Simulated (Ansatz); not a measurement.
The same path of CH7ClSiSn (11 atoms, charge 0, multiplicity 1) was run 3 times with different band settings. The coordinate that changes most is the dihedral Cl1–C2–Si3–Sn4.

These are results of RKS PBE-D4/def2-SVP (Ansatz 0.2.0), not measurements.

Relaxed end points:

```xyz
11
Properties=species:S:1:pos:R:3
Cl -0.960 2.040 1.029
C 0.712 1.358 0.931
Si 0.610 -0.532 0.658
Sn -0.945 -0.967 -1.358
H 1.237 1.616 1.873
H 1.233 1.862 0.094
H 2.005 -1.058 0.418
H 0.070 -1.174 1.908
H -2.608 -0.882 -0.908
H -0.638 0.212 -2.586
H -0.650 -2.532 -2.038
```

```xyz
11
Properties=species:S:1:pos:R:3
Cl 0.083 2.476 -0.032
C 0.409 1.230 1.239
Si 0.868 -0.425 0.398
Sn -0.968 -0.976 -1.334
H -0.506 1.131 1.857
H 1.224 1.612 1.885
H 2.211 -0.276 -0.263
H 0.976 -1.490 1.461
H -2.515 -0.570 -0.677
H -0.743 -0.102 -2.804
H -0.975 -2.667 -1.707
```

Common settings: spring 5.0 eV/Å²; optimiser quadratic models (default); start path IDPP; force threshold 0.05 eV/Å; end points relaxed.

| run | movable images | climbing image | iteration limit |
| --- | --- | --- | --- |
| 1 | 7 | yes | 60 |
| 2 | 6 | no | 60 |
| 3 | 7 | yes | 10 |

(1) What does each run give, and how far can it be trusted?

Answers

(1) Run 1: converged after 5 iterations, highest image 0.077 eV above the first end. A vibrational analysis at the climbing image gives one clearly imaginary mode, 91i cm⁻¹: a first-order saddle point.
Run 2: converged after 5 iterations, highest image 0.074 eV above the first end. No image climbed, so the highest image needn't sit at the top of the path.
Run 3: converged after 5 iterations, highest image 0.077 eV above the first end. Another band between the same ends (7 images) ends at a top of the same energy, where a vibrational analysis finds 1 clearly imaginary mode.
